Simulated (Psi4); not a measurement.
Input for Psi4: SAPT0/jun-cc-pV(D+d)Z on C2H8OSi (a complex).

```
memory 1800 MB

molecule dimer {
0 1
C    -0.35515557   -0.46886143   -0.01820082
C     0.46626090    0.57046372    0.00286403
H    -1.16453212   -0.53940923   -0.73511532
H    -0.24691999   -1.28367929    0.68632390
H     1.27204872    0.63552487    0.72348020
H     0.36671368    1.39421373   -0.69384890
--
0 1
O     0.69434957   -0.96154500    3.16586485
Si   -0.31911061    0.23147692    3.70735195
H     1.56615660   -1.02987208    3.56172971
H    -0.42006095    0.20039154    5.18869494
H    -1.63633188   -0.04232452    3.10532533
H     0.15429597    1.57815498    3.30770394
units angstrom
symmetry c1
no_reorient
no_com
}

set {
  basis jun-cc-pV(D+d)Z
  scf_type df
  freeze_core true
}

energy('sapt0')
```

Output:

```
[...]
==> Input File <==

--------------------------------------------------------------------------
memory 1800 MB

molecule dimer {
0 1
C    -0.35515557   -0.46886143   -0.01820082
C     0.46626090    0.57046372    0.00286403
H    -1.16453212   -0.53940923   -0.73511532
H    -0.24691999   -1.28367929    0.68632390
H     1.27204872    0.63552487    0.72348020
H     0.36671368    1.39421373   -0.69384890
--
0 1
O     0.69434957   -0.96154500    3.16586485
Si   -0.31911061    0.23147692    3.70735195
H     1.56615660   -1.02987208    3.56172971
H    -0.42006095    0.20039154    5.18869494
H    -1.63633188   -0.04232452    3.10532533
H     0.15429597    1.57815498    3.30770394
units angstrom
symmetry c1
no_reorient
no_com
}

set {
  basis jun-cc-pV(D+d)Z
  scf_type df
  freeze_core true
}

energy('sapt0')
--------------------------------------------------------------------------


   => Loading Basis Set <=

    Name: JUN-CC-PV(D+D)Z
    Role: ORBITAL
    Keyword: BASIS
    atoms 1-2       entry C          line   188 file jun-cc-pv_dpd_z.gbs
    atoms 3-6, 9-12 entry H          line    60 file jun-cc-pv_dpd_z.gbs
    atoms 7         entry O          line   256 file jun-cc-pv_dpd_z.gbs
    atoms 8         entry SI         line   566 file jun-cc-pv_dpd_z.gbs

   => Loading Basis Set <=

    Name: JUN-CC-PV(D+D)Z
    Role: ORBITAL
    Keyword: BASIS
    atoms 1-2       entry C          line   188 file jun-cc-pv_dpd_z.gbs
    atoms 3-6, 9-12 entry H          line    60 file jun-cc-pv_dpd_z.gbs
    atoms 7         entry O          line   256 file jun-cc-pv_dpd_z.gbs
    atoms 8         entry SI         line   566 file jun-cc-pv_dpd_z.gbs


  //>>>>>>>>>>>>>>>>>>>>>>>>>>>>>>>>>>>//
  //              Dimer HF             //
  //<<<<<<<<<<<<<<<<<<<<<<<<<<<<<<<<<<<//

   => Libint2 <=

    Primary   basis highest AM E, G, H:  7, 6, 3
    Auxiliary basis highest AM E, G, H:  7, 7, 4
    Onebody   basis highest AM E, G, H:  -, -, -
    Solid Harmonics ordering:            Gaussian


   => Loading Basis Set <=

    Name: JUN-CC-PV(D+D)Z
    Role: ORBITAL
    Keyword: BASIS
    atoms 1-2       entry C          line   188 file jun-cc-pv_dpd_z.gbs
    atoms 3-6, 9-12 entry H          line    60 file jun-cc-pv_dpd_z.gbs
    atoms 7         entry O          line   256 file jun-cc-pv_dpd_z.gbs
    atoms 8         entry SI         line   566 file jun-cc-pv_dpd_z.gbs


         ---------------------------------------------------------
                                   SCF
               by Justin Turney, Rob Parrish, Andy Simmonett
                          and Daniel G. A. Smith
                              RHF Reference
                        1 Threads,   1716 MiB Core
         ---------------------------------------------------------

  ==> Geometry <==

    Molecular point group: c1
    Full point group: C1

    Geometry (in Angstrom), charge = 0, multiplicity = 1:

       Center              X                  Y                   Z               Mass
    ------------   -----------------  -----------------  -----------------  -----------------
         C           -0.355155570000    -0.468861430000    -0.018200820000    12.000000000000
         C            0.466260900000     0.570463720000     0.002864030000    12.000000000000
         H           -1.164532120000    -0.539409230000    -0.735115320000     1.007825032230
         H           -0.246919990000    -1.283679290000     0.686323900000     1.007825032230
         H            1.272048720000     0.635524870000     0.723480200000     1.007825032230
         H            0.366713680000     1.394213730000    -0.693848900000     1.007825032230
         O            0.694349570000    -0.961545000000     3.165864850000    15.994914619570
         SI          -0.319110610000     0.231476920000     3.707351950000    27.976926534650
         H            1.566156600000    -1.029872080000     3.561729710000     1.007825032230
         H           -0.420060950000     0.200391540000     5.188694940000     1.007825032230
         H           -1.636331880000    -0.042324520000     3.105325330000     1.007825032230
         H            0.154295970000     1.578154980000     3.307703940000     1.007825032230

  Running in c1 symmetry.

  Rotational constants: A =      0.31754  B =      0.02686  C =      0.02624 [cm^-1]
  Rotational constants: A =   9519.65055  B =    805.17596  C =    786.73947 [MHz]
  Nuclear repulsion =  157.012482406358856

  Charge       = 0
  Multiplicity = 1
  Electrons    = 42
  Nalpha       = 21
  Nbeta        = 21

  ==> Algorithm <==

  SCF Algorithm Type is DF.
  DIIS enabled.
  MOM disabled.
  Fractional occupation disabled.
  Guess Type is SAD.
  Energy threshold   = 1.00e-08
  Density threshold  = 1.00e-08
  Integral threshold = 1.00e-12

  ==> Primary Basis <==

  Basis Set: JUN-CC-PV(D+D)Z
    Blend: JUN-CC-PV(D+D)Z
    Number of shells: 59
    Number of basis functions: 121
    Number of Cartesian functions: 126
    Spherical Harmonics?: true
   
[...]
:  -366.16885641318515

   => Energetics <=

    Nuclear Repulsion Energy =             64.5955021677450105
    One-Electron Energy =                -635.3201887724242169
    Two-Electron Energy =                 204.5558301914939818
    Total Energy =                       -366.1688564131851535

Computation Completed


Properties will be evaluated at   0.000000,   0.000000,   0.000000 [a0]

Properties computed using the SCF density matrix


 Multipole Moments:

 ------------------------------------------------------------------------------------
     Multipole            Electronic (a.u.)      Nuclear  (a.u.)        Total (a.u.)
 ------------------------------------------------------------------------------------

 L = 1.  Multiply by 2.5417464519 to convert [e a0] to [Debye]
 Dipole X            :         -1.0527034            1.4197659            0.3670625
 Dipole Y            :          7.3242052           -7.0776540            0.2465512
 Dipole Z            :       -174.1974240          174.5980329            0.4006089
 Magnitude           :                                                    0.5966656

 ------------------------------------------------------------------------------------

  Constructing Basis Sets for SAPT...

   => Loading Basis Set <=

    Name: (JUN-CC-PV(D+D)Z AUX)
    Role: RIFIT
    Keyword: DF_BASIS_SAPT
    atoms 1-2       entry C          line   100 file jun-cc-pvdz-ri.gbs
    atoms 3-6, 9-12 entry H          line    30 file jun-cc-pvdz-ri.gbs
    atoms 7         entry O          line   188 file jun-cc-pvdz-ri.gbs
    atoms 8         entry SI         line   376 file jun-cc-pvdz-ri.gbs

   => Loading Basis Set <=

    Name: (JUN-CC-PV(D+D)Z AUX)
    Role: JKFIT
    Keyword: DF_BASIS_ELST
    atoms 1-2       entry C          line   146 file jun-cc-pvdz-jkfit.gbs
    atoms 3-6, 9-12 entry H          line    70 file jun-cc-pvdz-jkfit.gbs
    atoms 7         entry O          line   258 file jun-cc-pvdz-jkfit.gbs
    atoms 8         entry SI         line   506 file jun-cc-pvdz-jkfit.gbs


  //>>>>>>>>>>>>>>>>>>>>>>>>>>>>>>>>>>>//
  //               SAPT0               //
  //<<<<<<<<<<<<<<<<<<<<<<<<<<<<<<<<<<<//



        SAPT0
    Ed Hohenstein
     6 June 2009

      Orbital Information
  --------------------------
    NSO        =       121
    NMO        =       121
    NRI        =       392
    NRI (Elst) =       542
    NOCC A     =         8
    NOCC B     =        13
    FOCC A     =         2
    FOCC B     =         6
    NVIR A     =       113
    NVIR B     =       108

    Elst10,r            =    -0.003293278977 [Eh]
    Exch10              =     0.005020274375 [Eh]
    Exch10 (S^2)        =     0.005007206939 [Eh]

    Maxiter = 50
    CPHF R converge = 1.000000E-08

    Iter     Energy [mEh]          dE [mEh]         Residual      Time [s]
       1      -1.23632410       1.236324102     4.898553e-03             0
       2      -1.55516728       0.318843174     1.358231e-03             0
       3      -1.56364212       0.008474841     5.061189e-04             0
       4      -1.55670830      -0.006933815     1.274846e-04             0
       5      -1.55636886      -0.000339438     3.958461e-05             0
       6      -1.55681073       0.000441867     1.242174e-05             0
       7      -1.55681370       0.000002969     3.978163e-06             0
       8      -1.55677024      -0.000043466     8.171337e-07             0
       9      -1.55677873       0.000008493     1.488793e-07             0
      10      -1.55677780      -0.000000932     2.605303e-08             0
      11      -1.55677783       0.000000033     6.830673e-09             0

    CHF Iterations converged

    Maxiter = 50
    CPHF R converge = 1.000000E-08

    Iter     Energy [mEh]          dE [mEh]         Residual      Time [s]
       1      -0.29714674       0.297146736     2.366681e-03             0
       2      -0.36479991       0.067653174     4.319474e-04             0
       3      -0.36388599      -0.000913922     1.322110e-04             0
       4      -0.36325488      -0.000631109     2.438901e-05             0
       5      -0.36339989       0.000145007     4.976699e-06             0
       6      -0.36339221      -0.000007677     1.839834e-06             0
       7      -0.36338949      -0.000002721     5.619027e-07             0
       8      -0.36338954       0.000000054     1.340104e-07             0
       9      -0.36338983       0.000000283     2.230855e-08             0
      10      -0.36338978      -0.000000043     3.972380e-09             0

    CHF Iterations converged

    Ind20,r (A<-B)      =    -0.001556777829 [Eh]
    Ind20,r (B<-A)      =    -0.000363389782 [Eh]
    Ind20,r             =    -0.001920167611 [Eh]
    Exch-Ind20,r (A<-B) =     0.001327706758 [Eh]
    Exch-Ind20,r (B<-A) =     0.000285909383 [Eh]
    Exch-Ind20,r        =     0.001613616142 [Eh]
    Disp20              =    -0.003280251982 [Eh]
    Disp20 (SS)         =    -0.001640125991 [Eh]
    Disp20 (OS)         =    -0.001640125991 [Eh]
    Exch-Disp20         =     0.000379450844 [Eh]
    Exch-Disp20 (SS)    =     0.000217350985 [Eh]
    Exch-Disp20 (OS)    =     0.000162099859 [Eh]

    SAPT Results
  --------------------------------------------------------------------------------------------------------
    Electrostatics                 -3.29327898 [mEh]      -2.06656376 [kcal/mol]      -8.64650276 [kJ/mol]
      Elst10,r                     -3.29327898 [mEh]      -2.06656376 [kcal/mol]      -8.64650276 [kJ/mol]

    Exchange                        5.02027437 [mEh]       3.15026973 [kcal/mol]      13.18072855 [kJ/mol]
      Exch10                        5.02027437 [mEh]       3.15026973 [kcal/mol]      13.18072855 [kJ/mol]
      Exch10(S^2)                   5.00720694 [mEh]       3.14206979 [kcal/mol]      13.14642001 [kJ/mol]

    Induction                      -0.64626866 [mEh]      -0.40553971 [kcal/mol]      -1.69677814 [kJ/mol]
      Ind20,r                      -1.92016761 [mEh]      -1.20492337 [kcal/mol]      -5.04139937 [kJ/mol]
      Exch-Ind20,r                  1.61361614 [mEh]       1.01255942 [kcal/mol]       4.23654860 [kJ/mol]
      delta HF,r (2)               -0.33971719 [mEh]      -0.21317576 [kcal/mol]      -0.89192736 [kJ/mol]

    Dispersion                     -2.90080114 [mEh]      -1.82028020 [kcal/mol]      -7.61605234 [kJ/mol]
      Disp20                       -3.28025198 [mEh]      -2.05838919 [kcal/mol]      -8.61230039 [kJ/mol]
      Exch-Disp20                   0.37945084 [mEh]       0.23810900 [kcal/mol]       0.99624805 [kJ/mol]
      Disp20 (SS)                  -1.64012599 [mEh]      -1.02919460 [kcal/mol]      -4.30615020 [kJ/mol]
      Disp20 (OS)                  -1.64012599 [mEh]      -1.02919460 [kcal/mol]      -4.30615020 [kJ/mol]
      Exch-Disp20 (SS)              0.21735098 [mEh]       0.13638980 [kcal/mol]       0.57065493 [kJ/mol]
      Exch-Disp20 (OS)              0.16209986 [mEh]       0.10171920 [kcal/mol]       0.42559312 [kJ/mol]

  Total HF                          1.08072674 [mEh]       0.67816627 [kcal/mol]       2.83744766 [kJ/mol]
  Total SAPT0                      -1.82007440 [mEh]      -1.14211393 [kcal/mol]      -4.77860468 [kJ/mol]

  Special recipe for scaled SAPT0 (see Manual):
    Electrostatics sSAPT0          -3.29327898 [mEh]      -2.06656376 [kcal/mol]      -8.64650276 [kJ/mol]
    Exchange sSAPT0                 5.02027437 [mEh]       3.15026973 [kcal/mol]      13.18072855 [kJ/mol]
    Induction sSAPT0               -0.63360238 [mEh]      -0.39759149 [kcal/mol]      -1.66352281 [kJ/mol]
    Dispersion sSAPT0              -2.89782259 [mEh]      -1.81841113 [kcal/mol]      -7.60823216 [kJ/mol]
  Total sSAPT0                     -1.80442957 [mEh]      -1.13229665 [kcal/mol]      -4.73752919 [kJ/mol]
  --------------------------------------------------------------------------------------------------------



*** Psi4 exiting successfully. Buy a developer a beer!
```

The run finished.

Cost: roughly 10 core-seconds.
